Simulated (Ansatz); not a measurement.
C8H16N2O (relaxed from a model of 1-butyl-3-methylimidazolium hydroxide, whose bonding it doesn't keep). The state is a singlet with charge 0. Geometry PBE-D4/def2-SVP; atoms count from 1.

```xyz
27

C     2.925   -1.666    1.841
C     2.089   -1.322    0.608
C     2.176    0.158    0.221
C     1.325    0.563   -0.990
N    -0.112    0.441   -0.775
C    -0.835   -0.742   -0.925
C    -2.267   -0.411   -0.692
N    -2.108    0.862    0.040
C    -3.263    1.649    0.399
C    -0.866    1.402   -0.226
H     4.000   -1.431    1.687
H     2.852   -2.744    2.095
H     2.586   -1.092    2.730
H     2.419   -1.941   -0.258
H     1.021   -1.586    0.771
H     1.882    0.792    1.088
H     3.232    0.426   -0.011
H     1.532    1.617   -1.267
H     1.581   -0.061   -1.872
H    -0.470   -1.512   -1.614
H    -2.872   -1.122   -0.081
H    -2.956    2.500    1.041
H    -3.973    1.020    0.977
H    -3.808    2.044   -0.488
H    -0.495    2.359    0.155
O    -3.096   -0.279   -1.883
H    -2.498    0.076   -2.572
```

Q: Estimate the Mulliken populations from the PBE0/def2-TZVP orbitals of Ansatz.

A: 
| atom | charge (e) |
| --- | --- |
| C1 | -0.36 |
| C2 | -0.20 |
| C3 | -0.19 |
| C4 | -0.17 |
| N5 | 0.08 |
| C6 | -0.39 |
| C7 | 0.05 |
| N8 | -0.04 |
| C9 | -0.30 |
| C10 | -0.13 |
| H11 | 0.11 |
| H12 | 0.13 |
| H13 | 0.12 |
| H14 | 0.09 |
| H15 | 0.14 |
| H16 | 0.10 |
| H17 | 0.10 |
| H18 | 0.14 |
| H19 | 0.13 |
| H20 | 0.13 |
| H21 | 0.09 |
| H22 | 0.13 |
| H23 | 0.13 |
| H24 | 0.14 |
| H25 | 0.16 |
| O26 | -0.44 |
| H27 | 0.28 |
Mulliken values depend strongly on the basis.

Q: And the Mayer bond orders between heavy atoms (over 0.3)?

A: C1–C2 1.00 (1.53 Å); C2–C3 1.02 (1.53 Å); C3–C4 1.01 (1.53 Å); C4–N5 0.92 (1.46 Å); N5–C6 1.13 (1.39 Å); N5–C10 1.39 (1.34 Å); C6–C7 1.21 (1.49 Å); C7–N8 0.98 (1.48 Å); C7–O26 1.04 (1.46 Å); N8–C9 0.97 (1.44 Å); N8–C10 1.17 (1.38 Å).
